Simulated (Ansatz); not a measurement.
The same path of FH5Si2 + H2O (11 atoms, charge 0, multiplicity 1) was run twice with different band settings. Lost on the way: Si1–F2, H6–O7. Made: Si1–O7, F2–H6.

Method: RKS BHLYP-D4/cc-pVDZ in Ansatz.

Relaxed end points:

```xyz
11
Properties=species:S:1:pos:R:3
Si 0.078 -0.658 -1.019
F 0.679 0.764 -1.635
H 0.708 -1.724 -1.842
H -1.382 -0.676 -1.269
Si 0.684 -0.885 1.235
H -0.343 2.098 -0.465
O -1.035 1.900 0.170
H 0.438 0.351 2.010
H -0.110 -2.009 1.805
H 2.124 -1.252 1.315
H -1.842 2.091 -0.306
```

```xyz
11
Properties=species:S:1:pos:R:3
Si -0.716 -0.557 -0.715
F 0.977 2.118 0.517
H -0.282 -1.373 -1.881
H -2.127 -0.916 -0.407
Si 0.694 -0.841 1.138
H 0.369 1.948 -0.171
O -0.654 1.094 -1.149
H 0.221 -0.040 2.290
H 0.593 -2.288 1.485
H 2.099 -0.531 0.788
H -1.173 1.387 -1.896
```

Common settings: spring 5.0 eV/Å²; optimiser quadratic models (default); start path through a guess of the saddle point; force threshold 0.05 eV/Å; iteration limit 60; end points relaxed.

| run | movable images | climbing image |
| --- | --- | --- |
| 1 | 9 | yes |
| 2 | 3 | no |

Question: What does each run give, and how far can it be trusted?

Answer: Run 1: converged after 15 iterations, highest image 1.207 eV above the first end. A vibrational analysis at the climbing image gives one clearly imaginary mode, 552i cm⁻¹: a first-order saddle point.
Run 2: converged after 14 iterations, highest image 0.569 eV above the first end. No image climbed, so the highest image needn't sit at the top of the path. A band with more images between the same ends climbed to 1.21 eV, so this one has probably stepped over the top. So few images can step over the top or miss a turn of the path.
The orbitals stay closed-shell, which can raise the energy where a bond breaks towards radicals; this wasn't checked here.
